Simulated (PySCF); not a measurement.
2-chloro-3-fluorobuta-1,3-diene (C₄H₄ClF), SMILES C=C(F)C(=C)Cl.

The structure is a stationary point at r2SCAN-D4/def2-SVP. The values are those of a single conformer.

Method: TDDFT-PBE/def2-SVPD in PySCF.

Vertical excitations.  State labels are in the subgroup Cs.

```tsv
state	symmetry	energy (eV)	λ (nm)	f	main pairs
S1	A'	5.10	243	0.073	HOMO−1→LUMO 70 %, HOMO→LUMO 22 %
S2	A'	5.24	237	0.329	HOMO→LUMO 73 %, HOMO−1→LUMO 22 %
S3	A"	5.37	231	0.000	HOMO−2→LUMO 100 %
S4	A"	5.68	218	0.000	HOMO→LUMO+1 99 %
S5	A"	6.41	193	0.001	HOMO→LUMO+2 100 %
S6	A"	6.70	185	0.002	HOMO−1→LUMO+1 98 %
S7	A"	7.05	176	0.004	HOMO−3→LUMO 93 %
S8	A'	7.05	176	0.079	HOMO−4→LUMO 50 %, HOMO→LUMO+3 45 %
S9	A"	7.11	174	0.026	HOMO→LUMO+4 94 %
S10	A"	7.31	170	0.001	HOMO−1→LUMO+2 98 %
T1	A'	3.08	402	0	HOMO→LUMO 98 %
T2	A'	4.25	292	0	HOMO−1→LUMO 95 %
T3	A"	5.28	235	0	HOMO−2→LUMO 100 %
T4	A"	5.50	226	0	HOMO→LUMO+1 98 %
```
Triplets are in the Tamm–Dancoff approximation, which puts them higher than full response would, so one can lie above its singlet here.
